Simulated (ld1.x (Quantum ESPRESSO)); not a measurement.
**Pseudopotential generation for Si: TM, PBE, scalar-relativistic.**

The input file (ld1.x (Quantum ESPRESSO) 7.5):

```
&input
   title='Si', zed=14., rel=1, dft='PBE', iswitch=3,
   config='[Ne] 3s2 3p0',
   nld=2, rlderiv=2.00, eminld=-4.0, emaxld=5.0, deld=0.02
 /
 &inputp
   pseudotype=2, tm=.true., lloc=-1, rcloc=1.75,
   nlcc=.true., rcore=0.85,
   file_pseudopw='Si.UPF', file_wfcaegen='ae.wfc', file_wfcncgen='nc.wfc', file_beta='beta', file_chi='chi'
 /
2
3S  1  0   2.00   0.00  1.85  1.85  0.0
3P  2  1   0.00   0.00  1.80  1.80  0.0
 &test
   configts(1)='3s2 3p0'
 /
```

Command:

```bash
ld1.x < Si.in > Si.out
```

Output (shortened: banner, matrices, multipoles, cross overlaps and the repeated all-electron block are left out):

```
Program LD1 v.7.5
     --------------------------- All-electron run ----------------------------

     Si
     scalar relativistic calculation

     atomic number is 14.00
     dft =PBE   lsd =0 sic =0 latt =0  beta=0.20 tr2=1.0E-14
     Exchange-correlation= PBE
                           (   1   4   3   4   0   0   0)
     mesh =1141 r(mesh) = 100.57892 a.u. xmin = -7.00 dx = 0.01250
     1 Ry =  13.60569312 eV, c = 137.03599908

     n l     nl                  e(Ry)          e(Ha)          e(eV)
     1 0     1S 1( 2.00)      -132.8739       -66.4370     -1807.8422
     2 0     2S 1( 2.00)       -11.8188        -5.9094      -160.8036
     2 1     2P 1( 6.00)        -8.5927        -4.2964      -116.9098
     3 0     3S 1( 2.00)        -2.0973        -1.0487       -28.5359
     3 1     3P 1( 0.00)        -1.5070        -0.7535       -20.5040

     final scf error:  3.2E-15 reached in  24 iterations

     Etot =    -577.930541 Ry,    -288.965271 Ha,   -7863.145587 eV

     Ekin =     579.445667 Ry,     289.722833 Ha,    7883.759920 eV
     Encl =   -1361.584152 Ry,    -680.792076 Ha,  -18525.296135 eV
     Eh   =     244.489563 Ry,     122.244782 Ha,    3326.449973 eV
     Exc  =     -40.281619 Ry,     -20.140809 Ha,    -548.059345 eV

     normalization and overlap integrals

     s(1S/1S) =  1.000000  <r> =   0.1113  <r2> =    0.0167  r(max) =   0.0723
     s(2S/2S) =  1.000000  <r> =   0.5672  <r2> =    0.3844  r(max) =   0.4543
     s(2P/2P) =  1.000000  <r> =   0.5362  <r2> =    0.3626  r(max) =   0.3861
     s(3S/3S) =  1.000000  <r> =   1.9514  <r2> =    4.3633  r(max) =   1.6878
     s(3P/3P) =  1.000000  <r> =   2.2340  <r2> =    5.7808  r(max) =   1.9126

     ------------------------ End of All-electron run ------------------------

     --------------------- Generating NC pseudopotential ---------------------

      Generating local potential from pseudized AE potential:
      Matching radius rcloc =   1.7500

      Local pseudo, rcloc= 1.752 Estimated cut-off energy=     7.37 Ry

      Computing core charge for nlcc:

       r > 0.86 : true rho core
       r < 0.86 : rho core = a sin(br)/r    a=   9.65  b=   3.03

      Integrated core pseudo-charge :   3.85

      Wfc   3S  rcut= 1.842  Using Troullier-Martins method

      Wfc   3P  rcut= 1.797  Using Troullier-Martins method

     ------------------- End of pseudopotential generation -------------------

     Computing logarithmic derivative in   1.99813
     Computing logarithmic derivative in   1.99813
     Computing the partial wave expansion
     R is outside the sphere for l=    0 j= 0.00
     R is outside the sphere for l=    1 j= 0.00

     ---------------------- Testing the pseudopotential ----------------------

     Si
     scalar relativistic calculation

     atomic number is 14.00   valence charge is  4.00
     dft =PBE   lsd =0 sic =0 latt =0  beta=0.20 tr2=1.0E-14
     mesh =1141 r(mesh) = 100.57892 xmin = -7.00 dx = 0.01250

     n l     nl             e AE (Ry)        e PS (Ry)    De AE-PS (Ry)
     1 0     3S   1( 2.00)       -2.09735       -2.09735        0.00001
     2 1     3P   1( 0.00)       -1.50702       -1.50702        0.00000

     eps = 7.1E-17  iter =  4

     Etot =    -577.930541 Ry,    -288.965271 Ha,   -7863.145587 eV
     Etotps =   -11.927240 Ry,      -5.963620 Ha,    -162.278371 eV

     Ekin =       1.281952 Ry,       0.640976 Ha,      17.441839 eV
     Encl =      -8.880876 Ry,      -4.440438 Ha,    -120.830472 eV
     Ehrt =       1.837030 Ry,       0.918515 Ha,      24.994065 eV
     Ecxc =      -7.343880 Ry,      -3.671940 Ha,     -99.918580 eV
     (Ecc =      -6.111508 Ry,      -3.055754 Ha,     -83.151304 eV)
     Epseu=       1.178534 Ry,       0.589267 Ha,      16.034775 eV

     ---------------------- End of pseudopotential test ----------------------
```

Generation and configuration tests took about 0.78 s on one core of a shared server CPU.
